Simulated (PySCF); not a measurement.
B(F)(SeH)2 (BFH₂Se₂), SMILES FB([SeH])[SeH]. Atoms are numbered in the order given.

```xyz
6

B      0.6436    -0.0026     0.0000
F      1.9716     0.0084     0.0000
Se    -0.3350    -1.6950     0.0000
H      0.8878    -2.5221     0.0000
Se    -0.2600     1.7331     0.0000
H     -1.6204     1.1637     0.0000
```

The structure is a stationary point at B3LYP-D3(BJ)/def2-SVP. The structure was generated by enumeration, and PubChem lists no compound with its InChIKey, so it may never have been made. The values are those of a single conformer.

Two levels are set side by side: PBE/pcSseg-1 (PySCF) and PBE0/pcSseg-1 (PySCF). GIAO shifts against BF3 (¹¹B), CFCl3 (¹⁹F), Me2Se (⁷⁷Se), TMS (¹H) at the same level; non-relativistic, no solvent, atoms listed together averaged. Differences are taken from unrounded values.

```json
[
 {"quantity": "δ(¹¹B) of B1 (ppm)", "PBE0": "47.7", "PBE": "46.6", "PBE minus PBE0": "-1.0"},
 {"quantity": "δ(¹⁹F) of F2 (ppm)", "PBE0": "-22.6", "PBE": "-34.5", "PBE minus PBE0": "-11.9"}
]
```

Rough cost on one machine, each run with all the roots and properties that it gave: PBE0 against PBE within a factor of 2.
